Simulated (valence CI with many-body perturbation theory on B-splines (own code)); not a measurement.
# Level structure of Yb XXI

Computed by valence CI with perturbative core correlation (CI+MBPT): four valence electrons over a frozen Dirac-Fock core [Kr] 4d10, a basis of 8 s, 8 p, 9 d, 9 f, 6 g, 3 h, 2 i functions for each j, with the one-electron correlation potential Σ1 (screened to all orders), the two-electron term Σ2, the three-electron term Σ3, Breit, model QED; selected single and double excitations, second order for the rest (own B-spline code, finite nucleus).

No measured levels were compared; by estimate terms of the open shell hold to a few per cent of their energy, and close levels can change places. Core correlation moves these levels by up to 3300 cm⁻¹, and in measured spectra 5 to 20 % of such shifts remained as error; rates that hang on mixing are uncertain with them. Only levels of the ground parity were solved; by the run's estimate the other parity begins above the list, which can be wrong where configurations are misplaced.

Levels 1 to 45 of 65, with energies above the lowest level, 4f4 5I_4. "Leading %" is the weight of the configuration and term that name the level; weights of strongly mixed levels are sums over their largest components and can fall short. In the jj column 3d3/2^4 stands for four electrons in 3d with j = 3/2. Lifetimes count E1, E2, E3, M1 and M2 decay at the calculated energies, and are blank where another channel may lead or the interval is too uncertain; long ones can be off by a factor of two.

```csv
No.,Configuration,Term,J,E (cm⁻¹),Leading %,Leading jj,Lifetime,g
1,4f4,5I,4,0.0,89,4f5/2^4 (49 %),,0.622
2,4f4,5I,5,8239,94,4f5/2^3 4f7/2 (73 %),31.0 ms,0.905
3,4f4,5I,6,15992,94,4f5/2^2 4f7/2^2 (66 %),29.9 ms,1.063
4,4f4,5I,7,23011,87,4f5/2^2 4f7/2^2 (48 %),47.2 ms,1.156
5,4f4,5I,8,29391,77,4f5/2^2 4f7/2^2 (41 %),108 ms,1.214
6,4f4,5F,2,30746,59,4f5/2^4 (58 %),143 s,1.005
7,4f4,5F,1,31759,85,4f5/2^3 4f7/2 (83 %),13.6 s,0.078
8,4f4,3G,4,35928,27,4f5/2^3 4f7/2 (46 %),8.06 ms,1.063
9,4f4,5F,3,36815,79,4f5/2^3 4f7/2 (71 %),88.6 ms,1.196
10,4f4,5S,2,39360,70,4f5/2^3 4f7/2 (48 %),188 ms,1.775
11,4f4,5G,2,41627,71,4f5/2^3 4f7/2 (65 %),71.4 ms,0.505
12,4f4,3K,6,42373,91,4f5/2^2 4f7/2^2 (51 %),6.77 ms,0.871
13,4f4,5G,3,43725,60,4f5/2^3 4f7/2 (91 %),28.9 ms,0.899
14,4f4,5F,5,45745,51,4f5/2^2 4f7/2^2 (51 %),17.3 ms,1.274
15,4f4,3K,7,45826,44,4f5/2^3 4f7/2 (60 %),7.04 ms,0.971
16,4f4,5F,4,45936,65,4f5/2^2 4f7/2^2 (72 %),7.98 ms,1.196
17,4f4,3M,8,50063,26,4f5/2^3 4f7/2 (69 %),9.39 ms,1.030
18,4f4,5G,4,54885,69,4f5/2^2 4f7/2^2 (78 %),5.34 ms,1.054
19,4f4,5F,5,54926,38,4f5/2^2 4f7/2^2 (46 %),7.75 ms,1.224
20,4f4,3D,2,56817,37,4f5/2^2 4f7/2^2 (61 %),5.57 ms,1.171
21,4f4,3G,3,56926,60,4f5/2^2 4f7/2^2 (80 %),7.75 ms,0.847
22,4f4,3P,1,61363,56,4f5/2^2 4f7/2^2 (81 %),6.74 ms,1.030
23,4f4,5G,5,63086,59,4f5/2^2 4f7/2^2 (52 %),7.65 ms,1.163
24,4f4,3L,7,63548,53,4f5/2 4f7/2^3 (54 %),4.36 ms,0.945
25,4f4,5G,6,64203,59,4f5/2^2 4f7/2^2 (51 %),10.3 ms,1.255
26,4f4,1D,2,64375,40,4f5/2^2 4f7/2^2 (52 %),6.73 ms,1.013
27,4f4,3L,8,64636,50,4f5/2^2 4f7/2^2 (86 %),12.5 ms,0.990
28,4f4,3M,9,65845,51,4f5/2^2 4f7/2^2 (93 %),14.1 ms,1.058
29,4f4,3P,0,66389,99,4f5/2^2 4f7/2^2 (86 %),47.9 ms,
30,4f4,3K,8,66649,38,4f5/2^2 4f7/2^2 (59 %),5.93 ms,1.025
31,4f4,3D,3,66782,60,4f5/2^2 4f7/2^2 (77 %),11.8 ms,1.267
32,4f4,3F,4,67076,57,4f5/2^2 4f7/2^2 (64 %),5.41 ms,1.184
33,4f4,3I,5,68589,62,4f5/2^3 4f7/2 (56 %),7.21 ms,0.906
34,4f4,3H,6,70408,48,4f5/2^2 4f7/2^2 (47 %),18.5 ms,1.183
35,4f4,5D,0,71388,84,4f5/2^2 4f7/2^2 (50 %),81.9 ms,
36,4f4,3G,4,71849,65,4f5/2 4f7/2^3 (67 %),4.75 ms,1.057
37,4f4,3F,2,72604,61,4f5/2^2 4f7/2^2 (82 %),3.05 ms,0.715
38,4f4,5D,1,74875,83,4f5/2^3 4f7/2 (70 %),38.6 ms,1.470
39,4f4,3I,6,76934,56,4f5/2^2 4f7/2^2 (48 %),5.49 ms,1.064
40,4f4,3I,7,77489,78,4f5/2^2 4f7/2^2 (66 %),9.51 ms,1.110
41,4f4,5D,2,78375,49,4f5/2^2 4f7/2^2 (41 %),9.50 ms,1.356
42,4f4,3M,10,78545,93,4f5/2^2 4f7/2^2 (55 %),42.2 ms,1.091
43,4f4,3D,1,79395,51,4f5/2 4f7/2^3 (89 %),3.88 ms,0.912
44,4f4,3F,3,80055,57,4f5/2 4f7/2^3 (70 %),4.40 ms,1.180
45,4f4,3G,5,80407,55,4f5/2 4f7/2^3 (53 %),5.06 ms,1.135
```

Names give the largest LS component (configuration and term), which can be under half, so a name can repeat, a term be missing and a line seem to break the LS rules; names also repeat where a configuration has a term twice.

Where two levels of one J and parity lie close, their mixing, g and order are uncertain.

The ionisation energy to 4f3 4I°_9/2 of the next ion comes out as 530.62 eV (NIST: 540 ± 30 eV (theoretical)). All 65 levels together are meant to be complete up to 106510 cm⁻¹.
